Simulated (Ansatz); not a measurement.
The cluster Ta5⁺. Total charge 1; quintet. Geometry PBE-D4/def2-SVP; atoms count from 1.

```xyz
5

Ta   -1.2797    0.6305    0.6728
Ta    0.9657   -0.0595    1.7743
Ta    1.2767    0.8512   -0.5855
Ta   -0.1329   -1.5716   -0.0248
Ta   -0.8297    0.1494   -1.8367
```

In the def2 sets Ta takes a core potential; there is no spin–orbit coupling. At PBE0-D4/def2-TZVP a triplet of charge 1 lies 0.83 eV below the quintet, each at its own geometry. The structure comes from a short search, and lower isomers may exist.

Problem. Estimate the Mulliken populations from the PBE0/def2-TZVP orbitals of Ansatz.

Solution. 
```csv
atom,charge (e),spin (α − β),d electrons
Ta1,0.18,0.69,3.50
Ta2,0.25,0.83,3.46
Ta3,0.15,0.95,3.50
Ta4,0.18,0.69,3.50
Ta5,0.25,0.83,3.46
```
Mulliken values and Mayer orders depend strongly on the basis.

Problem. Where does the spin sit?

Solution. Summed by element: Ta 4.00, of 4 unpaired in all. Largest on single atoms: Ta3 0.95, Ta5 0.83, Ta2 0.83.

Problem. And the Mayer bond orders between bonded heavy atoms (over 0.3)?

Solution. Ta1–Ta2 1.61 (2.59 Å); Ta1–Ta3 0.93 (2.86 Å); Ta1–Ta4 1.57 (2.58 Å); Ta1–Ta5 1.61 (2.59 Å); Ta2–Ta3 1.80 (2.55 Å); Ta2–Ta4 1.61 (2.59 Å); Ta2–Ta5 0.30 (4.04 Å); Ta3–Ta4 0.93 (2.86 Å); Ta3–Ta5 1.80 (2.55 Å); Ta4–Ta5 1.61 (2.59 Å).
